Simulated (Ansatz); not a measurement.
Coupled-cluster diagnostics for Zr₂O₅H₂, Ansatz.

Geometry of the singlet (B3LYP-D4/def2-SVP):

```
atom   x (Å)   y (Å)   z (Å)
 Zr1   1.238  -0.026  -0.003
 Zr2  -1.777  -0.558  -0.074
  O3  -0.463  -0.524   1.247
  O4  -0.461  -0.191  -1.341
  O5   2.665  -1.396  -0.177
  O6   1.790   1.642   0.212
  O7  -3.159   0.800   0.099
  H8  -3.460   1.705   0.215
  H9   3.626  -1.452  -0.178
```

In the def2 sets Zr takes a core potential; there is no spin–orbit coupling. Correlated methods freeze 5 core orbitals; core or outer-core shells of Zr are correlated, in sets that lack core-valence functions. The structure comes from a short search, and lower isomers may exist.

Task: Estimate the CCSD(T) correlation energy, the shares of MP2 and (T), T1 and the reference's ⟨S²⟩ for: charge 0, singlet, own geometry in def2-SVP; charge 1, doublet, vertical in def2-SVP; and the rough time on 4 threads of Arm Neoverse V2 on a shared host.

Result: 
| state | basis | correlation (eV) | MP2 share (%) | (T) share (%) | T1 | ⟨S²⟩ (pure) | wall time | remarks |
| --- | --- | --- | --- | --- | --- | --- | --- | --- |
| charge 0, singlet, own geometry | def2-SVP | -40.721 | 98.2 | 4.0 | 0.025 | 0.00 (0.00) | 61 s | – |
| charge 1, doublet, vertical | def2-SVP | -38.841 | 96.8 | 3.7 | 0.069 | 0.76 (0.75) | 8.3 min | large T1 |
Customary marks for T1 are 0.02 (closed shells), 0.045 (open shells) and about 0.05 (3d metals). T1 exceeds 0.02 in 2 of 2 rows and 0.045 in 1; the higher it lies, the less the single-reference result can be trusted.
